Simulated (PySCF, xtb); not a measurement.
Al(Cl)2(SMe) (CH₃AlCl₂S), SMILES C[S][Al]([Cl])[Cl].

GFN2-xTB (xtb) at its own geometry gives an orbital gap of 3.32 eV and a dipole moment of 1.91 D.

The structure is a stationary point at B3LYP-D3(BJ)/def2-SVP. One conformer was computed; it need not be the lowest.

Problem. What does PySCF with M06-2X/def2-TZVP give? (Estimate from the structure and the level; the computed values follow.)

Solution. gap 8.41 eV (levels -8.77 and -0.36 eV), dipole 2.10 D.
